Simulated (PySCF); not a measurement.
# Electron correlation in S³⁺ (sulfur, charge +3)

[Ne] 3s2 3p1, 2P determinant. Computed with PySCF 2.14 in aug-cc-pwCVTZ (8s7p5d3f, 75 functions), with the non-relativistic Hamiltonian (point nucleus). Frozen: [Ne]; 3 electrons correlated.

```json
{"level": "CCSD", "correlation energy (mhartree)": "-71.59"}
{"level": "(T)", "correlation energy (mhartree)": "-1.06"}
{"level": "CCSD(T)", "correlation energy (mhartree)": "-72.65"}
```

Diagnostics: T1 = 0.011, D1 = 0.0241, largest double amplitude 0.107.

**Question.** Is a single reference adequate?

**Answer.** Mostly. T1 lies below 0.03, but a double amplitude of this size points to a near-degeneracy that CCSD handles and MP2 describes poorly.
